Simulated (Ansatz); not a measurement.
Input for Ansatz (a program for electronic structure): U-B3LYP/cc-pVTZ on H3NSe (SMILES N[SeH]), a point of a bond scan (R = 1.771 Å).

Ansatz 0.2 input:
```yaml
crystal:
  periodic: [false, false, false]
  atoms:
    - {symbol: Se, position_ang: [-0.04297444, 0.31558987, 0.23261758]}
    - {symbol: H, position_ang: [-1.26689466, 0.77294197, -0.47788287]}
    - {symbol: N, position_ang: [0.36656617, -1.22733427, -0.72479358]}
    - {symbol: H, position_ang: [0.68386467, -0.84821126, -2.42518346]}
    - {symbol: H, position_ang: [-0.38581730, -1.90096526, -0.66111496]}
basis:
  gaussian:
    orbitals: cc-pVTZ
hamiltonian:
  xc: {name: B3LYP}
magnetization: {spin_polarized: true, initial_magnetization: 0}
```

Q: What total energy does the run end on?

A: -2458.0729 hartree.

Q: How many basis functions does it have, and what does it roughly cost on one machine?

A: 115 functions; about 8 core-seconds (a rough figure).
